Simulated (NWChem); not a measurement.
System: SiP$_{2}$H$_{6}$O; SMILES O[SiH](P)P

The following NWChem deck was run.

```
start job
memory heap 200 mb stack 900 mb global 1100 mb
geometry units angstroms noautosym nocenter noautoz
  Si     0.396278    -0.019167    -0.342057
  O      1.795843    -0.292114     0.527126
  P     -0.796179     1.809426     0.268627
  P     -0.903550    -1.810499     0.096431
  H      0.708703     0.161708    -1.796936
  H      2.496992     0.359821     0.430700
  H     -0.571078     1.596176     1.663080
  H      0.313577     2.700318     0.124087
  H     -1.801343    -1.488385    -0.968964
  H     -0.119001    -2.693216    -0.708441
end
basis spherical
  Si library sto-3g
  O library sto-3g
  P library sto-3g
  H library sto-3g
end
dft
  xc hfexch
  iterations 150
end
property
  shielding
end
task dft property
```

NWChem printed, in part:

```
             Northwest Computational Chemistry Package (NWChem) 7.3.0
             --------------------------------------------------------

                             Geometry "geometry" -> ""
                             -------------------------

 Output coordinates in angstroms (scale by  1.889725989 to convert to a.u.)

  No.       Tag          Charge          X              Y              Z
 ---- ---------------- ---------- -------------- -------------- --------------
    1 Si                  14.0000     0.39627800    -0.01916700    -0.34205700
    2 O                    8.0000     1.79584300    -0.29211400     0.52712600
    3 P                   15.0000    -0.79617900     1.80942600     0.26862700
    4 P                   15.0000    -0.90355000    -1.81049900     0.09643100
    5 H                    1.0000     0.70870300     0.16170800    -1.79693600
    6 H                    1.0000     2.49699200     0.35982100     0.43070000
    7 H                    1.0000    -0.57107800     1.59617600     1.66308000
    8 H                    1.0000     0.31357700     2.70031800     0.12408700
    9 H                    1.0000    -1.80134300    -1.48838500    -0.96896400
   10 H                    1.0000    -0.11900100    -2.69321600    -0.70844100

 Effective nuclear repulsion energy (a.u.)     277.2838498271

  xc_inp: hfexch multiplicative factor not found.
                              NWChem Property Module
                              ----------------------

  itol2e modified to match energy
  convergence criterion.

                                 NWChem DFT Module
                                 -----------------

 Summary of "ao basis" -> "ao basis" (spherical)
 ------------------------------------------------------------------------------
       Tag                 Description            Shells   Functions and Types
 ---------------- ------------------------------  ------  ---------------------
 Si                          sto-3g                  5        9   3s2p
 O                           sto-3g                  3        5   2s1p
 P                           sto-3g                  5        9   3s2p
 H                           sto-3g                  1        1   1s

  itol2e modified to match energy
  convergence criterion.

            General Information
            -------------------
          SCF calculation type: DFT
          Wavefunction type:  closed shell.
          No. of atoms     :    10
          No. of electrons :    58
           Alpha electrons :    29
            Beta electrons :    29
          Charge           :     0
          Spin multiplicity:     1
          Use of symmetry is: off; symmetry adaption is: off
          Maximum number of iterations: 150
          AO basis - number of functions:    38
                     number of shells:    24
          Convergence on energy requested:  1.00D-07
          Convergence on density requested:  1.00D-05
          Convergence on gradient requested:  5.00D-04

              XC Information
              --------------
                     Hartree-Fock (Exact) Exchange  1.000

      Superposition of Atomic Density Guess
      -------------------------------------

 Sum of atomic energies:       -1035.61585780

      Non-variational initial energy
      ------------------------------

 Total energy =   -1035.252815
 1-e energy   =   -2001.716106
 2-e energy   =     689.179441
 HOMO         =      -0.079030
 LUMO         =       0.345355

[...]

          -----------------------------------------
          Chemical Shielding Tensors (GIAO, in ppm)
          -----------------------------------------

                                NWChem CPHF Module
                                ------------------

  scftype          =     RHF
  nclosed          =       29
  nopen            =        0
  variables        =      261
  # of vectors     =        3
  tolerance        = 0.10D-03
  level shift      = 0.00D+00
  max iterations   =       50
  max subspace     =       30

 SCF residual:    1.3331049152653022E-005

Iterative solution of linear equations
  No. of variables      261
  No. of equations        3
  Maximum subspace       30
        Iterations       50
       Convergence  1.0D-04

   iter   nsub   residual    time
   ----  ------  --------  ---------
     1      3    1.17D+00       2.6
     2      6    8.41D-02       2.8
     3      9    1.99D-02       3.0
     4     12    3.53D-03       3.2
     5     15    4.98D-04       3.4
     6     18    9.89D-05       3.6

      Atom:    1  Si
        Diamagnetic
    871.0247      0.1198      1.6137
      0.1198    871.2671      0.8183
      1.6137      0.8183    865.4436

        Paramagnetic
   -299.7722      6.7500     51.3629
      6.7500   -316.4551     22.8993
     51.3629     22.8993   -346.3784

        Total Shielding Tensor
    571.2525      6.8698     52.9766
      6.8698    554.8120     23.7176
     52.9766     23.7176    519.0652

           isotropic =     548.3766
          anisotropy =      93.2062

          Principal Components and Axis System
                 1           2           3
              610.5140    552.4131    482.2025

      1         0.7796     -0.3969     -0.4844
      2         0.3243      0.9176     -0.2299
      3         0.5357      0.0221      0.8441

      Atom:    2  O
        Diamagnetic
    398.4488      6.1323     14.9029
      6.1323    372.5924     -5.6950
     14.9029     -5.6950    368.1479

        Paramagnetic
     -4.9268     50.5759    -84.2194
     50.5759    153.7550    -12.9961
    -84.2194    -12.9961     60.9429

        Total Shielding Tensor
    393.5219     56.7082    -69.3165
     56.7082    526.3474    -18.6911
    -69.3165    -18.6911    429.0908

           isotropic =     449.6534
          anisotropy =     168.8925

          Principal Components and Axis System
                 1           2           3
              562.2484    453.2682    333.4435

      1         0.4216     -0.4026      0.8125
      2         0.8416      0.5073     -0.1853
      3        -0.3376      0.7620      0.5526

      Atom:    3  P
        Diamagnetic
    952.2455     -1.7722     -1.9424
     -1.7722    958.2583      1.4533
     -1.9424      1.4533    952.7953

        Paramagnetic
   -181.7274     19.7063    -20.0396
     19.7063   -184.5115    -35.1575
    -20.0396    -35.1575   -158.2383

        Total Shielding Tensor
    770.5181     17.9341    -21.9820
     17.9341    773.7469    -33.7042
    -21.9820    -33.7042    794.5570

           isotropic =     779.6073
          anisotropy =      79.1962

          Principal Components and Axis System
                 1           2           3
              832.4048    757.7208    748.6963

      1        -0.4164      0.8998     -0.1305
      2        -0.5453     -0.1324      0.8277
      3         0.7275      0.4158      0.5458

      Atom:    4  P
        Diamagnetic
    954.9343      2.6532      0.4866
      2.6532    957.8802      0.1218
      0.4866      0.1218    949.8324

        Paramagnetic
   -136.9349    -51.8894     10.8354
    -51.8894   -174.7331    -10.8528
     10.8354    -10.8528   -182.3949

        Total Shielding Tensor
    817.9994    -49.2361     11.3220
    -49.2361    783.1471    -10.7310
     11.3220    -10.7310    767.4375

           isotropic =     789.5280
          anisotropy =      98.9735

          Principal Components and Axis System
                 1           2           3
              855.5103    765.0195    748.0542

      1         0.8022     -0.2155      0.5567
      2        -0.5715     -0.0074      0.8206
      3         0.1728      0.9765      0.1291

      Atom:    5  H
        Diamagnetic
     28.1444      0.5463     -3.3616
      0.5463     28.1171     -1.3007
     -3.3616     -1.3007     40.6156

        Paramagnetic
      0.4229     -0.6144      1.4211
     -0.6144      0.1163      0.8946
      1.4211      0.8946     -3.4828

        Total Shielding Tensor
     28.5673     -0.0681     -1.9405
     -0.0681     28.2334     -0.4061
     -1.9405     -0.4061     37.1327

           isotropic =      31.3111
          anisotropy =       9.3846

          Principal Components and Axis System
                 1           2           3
               37.5675     28.3391     28.0268

      1        -0.2103     -0.6162      0.7590
      2        -0.0410      0.7812      0.6229
      3         0.9768     -0.0999      0.1895

      Atom:    6  H
        Diamagnetic
     40.8842      9.6849      2.2368
      9.6849     30.1839     -0.7811
      2.2368     -0.7811     22.2762

        Paramagnetic
      3.0756     -0.3242     -1.8360
     -0.3242      8.2591     -1.4531
     -1.8360     -1.4531      7.2081

        Total Shielding Tensor
     43.9597      9.3607      0.4008
      9.3607     38.4430     -2.2342
      0.4008     -2.2342     29.4843

           isotropic =      37.2957
          anisotropy =      20.5692

          Principal Components and Axis System
                 1           2           3
               51.0085     32.7008     28.1777

      1         0.7969     -0.5323     -0.2856
      2         0.6022      0.6628      0.4451
      3        -0.0477     -0.5267      0.8487

      Atom:    7  H
        Diamagnetic
     26.4666     -1.2975     -0.1893
     -1.2975     29.1250      0.9353
     -0.1893      0.9353     41.3929

[...]
```

Level: Hartree-Fock/STO-3G, GIAO. STO-3G and 3-21G are far too small for this property and stand as cheap habits. Coordinates come from a PBE0/def2-SVP optimisation. The printed shielding anisotropy is the first printed principal value minus the mean of the other two.
